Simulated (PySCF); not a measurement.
**Ca2Te: from structure and modes to constants**

These are results of PBE0/[Te def2-SVP with ECP28, Ca def2-SVP], scalar-relativistic core potentials, density fitting, no spin–orbit coupling, PySCF, not measurements.

The singlet minimum has C2v symmetry. Masses (u): Te 129.90622, Ca 39.96259.

```xyz
3
charge 0 multiplicity 1, angstrom
Te    0.0000    0.0000   -0.8858
Ca    1.6775    0.0000    1.4384
Ca   -1.6775    0.0000    1.4384
```

Harmonic wavenumbers (cm⁻¹): 136.0 (a1, ×1), 187.2 (b2, ×1), 251.1 (a1, ×1).

(1) Find the principal moments of inertia and the rotational constants. What kind of rotor is it?

(2) What is the harmonic zero-point energy?

## Answers

(1) About the centre of mass I = 224.92, 267.31, 492.22 u Å². With B = 16.8576/I this gives 0.07495, 0.06306, 0.03425 cm⁻¹. The molecule is an asymmetric top with κ = 0.42.

(2) Half the sum of all 3 wavenumbers, 574/2 = 287 cm⁻¹, which is 3.4 kJ/mol (1 cm⁻¹ = 0.0119627 kJ/mol).

Only a few start shapes were tried, so a lower isomer may exist.
